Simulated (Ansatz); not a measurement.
```yaml
crystal:
  periodic: [false, false, false]
  atoms:
    - {symbol: C, position_ang: [-1.391898, 2.300222, -1.584202]}
    - {symbol: C, position_ang: [-0.368368, 0.170001, -0.849968]}
    - {symbol: Al, position_ang: [2.975646, -1.336776, -0.641664]}
    - {symbol: Si, position_ang: [-0.376946, -1.742008, 2.237158]}
    - {symbol: H, position_ang: [-2.780547, 3.281610, -0.572930]}
    - {symbol: H, position_ang: [-0.843206, 3.193367, -3.418016]}
    - {symbol: H, position_ang: [5.632173, -1.436232, -2.086606]}
    - {symbol: H, position_ang: [-1.913980, -4.064230, 2.010332]}
    - {symbol: H, position_ang: [-1.052593, -0.332918, 4.682718]}
basis:
  gaussian: {orbitals: cc-pVDZ}
hamiltonian: {xc: {name: r2SCANh}}
output: {forces: true}
```

```sh
$ ansatz run in.yaml --threads 2 --pin off --events-out ev --progress --plain --max-ram 4352MiB
```

Shortened log:

```
Functional definition: r2SCANh
850 factors; integrals over basis functions are off by at most 1.2e-3 eV
mean field evaluation 1: about -16583.9049 eV, gradient 4.4e1 eV
mean field evaluation 2: about -16377.0798 eV, gradient 1.7e2 eV
mean field evaluation 4: about -16499.4635 eV, gradient 1.2e2 eV
mean field evaluation 8: about -16595.4582 eV, gradient 3.2e0 eV
mean field evaluation 16: about -16595.6430 eV, gradient 1.7e-5 eV
mean field -16595.64296426 eV, -609.8786300057 hartree, gradient 8.5e-6 eV, S^2 0.000000; 10 other end points of the search recorded, 0 dependent functions left out
reference -16595.64298127 eV, -609.8786306307 hartree; 22, 22 occupied and 67, 67 virtual orbitals, 850 factors
Total energy: -16595.64298127 eV, -609.8786306307 hartree
Atom 0 at    -1.391898     2.300222    -1.584202 Å, force     0.134428    -0.226169     0.289679 eV/Å
Atom 1 at    -0.368368     0.170001    -0.849968 Å, force    -1.201256     2.546952    -0.706169 eV/Å
Atom 2 at     2.975646    -1.336776    -0.641664 Å, force     0.819933     0.118197    -0.657136 eV/Å
Atom 3 at    -0.376946    -1.742008     2.237158 Å, force    -1.441909    -0.455071     0.887933 eV/Å
Atom 4 at    -2.780547     3.281610    -0.572930 Å, force     2.267879    -1.582396    -1.791795 eV/Å
Atom 5 at    -0.843206     3.193367    -3.418016 Å, force    -0.864582    -1.145509     2.544653 eV/Å
Atom 6 at     5.632173    -1.436232    -2.086606 Å, force    -1.214090     0.048160     0.682502 eV/Å
Atom 7 at    -1.913980    -4.064230     2.010332 Å, force     1.094780     1.675033     0.256390 eV/Å
Atom 8 at    -1.052593    -0.332918     4.682718 Å, force     0.404817    -0.979197    -1.506058 eV/Å
Dipole moment:     0.318041    -0.128391     0.028125 e Å
```

Task: Something in this input is off. What?

Result: The coordinates are in bohr but typed as ångström. Self-consistency was reached. The result belongs to that input, not to the molecule as meant.
